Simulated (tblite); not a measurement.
Start geometry of `F[C@@H]1C[C](C(F)(F)F)[C@H]1Cl` [radical] from a force field or distance geometry (Å):
```
atom  x, y, z in Å
F1    -2.4878   -0.8102   -0.2196
C2    -1.1457   -0.5687   -0.3412
C3    -0.3572   -0.7758    0.9593
C4     0.3928    0.4949    0.5741
C5     1.6597    0.2663   -0.1619
F6     2.3209    1.4413   -0.4942
F7     1.5291   -0.4520   -1.3356
F8     2.5445   -0.4587    0.6454
C9    -0.8262    0.8951   -0.1682
Cl10  -0.6456    1.7787   -1.6650
H11   -0.7369   -1.0590   -1.2217
H12   -0.9983   -0.5307    1.8360
H13    0.2674   -1.6484    1.0238
H14   -1.5173    1.4269    0.5466
```

Question: What comes out of this run: GFN2-xTB geometry optimisation, gas phase in tblite 0.8.0?

Answer: 
```
atom  x, y, z in Å
F1    -2.6453   -0.3008    0.6816
C2    -1.5516   -0.4929   -0.1054
C3    -0.3151   -1.0379    0.6379
C4     0.4036    0.1940    0.2202
C5     1.8440    0.4680    0.0678
F6     2.1079    1.7758   -0.0422
F7     2.3925   -0.1198   -1.0254
F8     2.5516    0.0050    1.1133
C9    -0.7731    0.8030   -0.4271
Cl10  -0.5800    1.1784   -2.1782
H11   -1.8677   -1.0626   -0.9805
H12   -0.4748   -1.1332    1.7150
H13    0.0934   -1.9825    0.2714
H14   -1.1859    1.7048    0.0296
```

The energy falls by 0.694 eV over 57 L-BFGS steps, the largest force on an atom goes from 2.00 to 0.009 eV/Å, and the atoms move by 0.729 Å rms after alignment. Among the bonds, C5–F8 and C9–Cl10 change most and about equally (-0.055 to +0.054 Å). Bonds longer at the end by more than 0.005 Å: 4 of 14; shorter: 9. Among the angles that change most is C3–C4–C5, from 114.7° to 131.0°. Among the dihedrals that turn most is C5–C4–C9–H14, from -156° to -86°. Rotational constants go from 1608, 968.1, 711.0 to 1554, 839.5, 630.5 MHz. The orientation of the end geometry is arbitrary; only internal coordinates are fixed.

The run took 0.35 s on Arm Neoverse V2, one thread, shared host with 96 logical CPUs at a one-minute load of 20.

Its GFN2-xTB frequencies are all real (lowest 23 cm⁻¹). 3 starts were optimised and ended at 0.00, 0.50 and 0.51 kcal/mol (GFN2-xTB); the lowest of these is shown.

All values are computed, not measured.
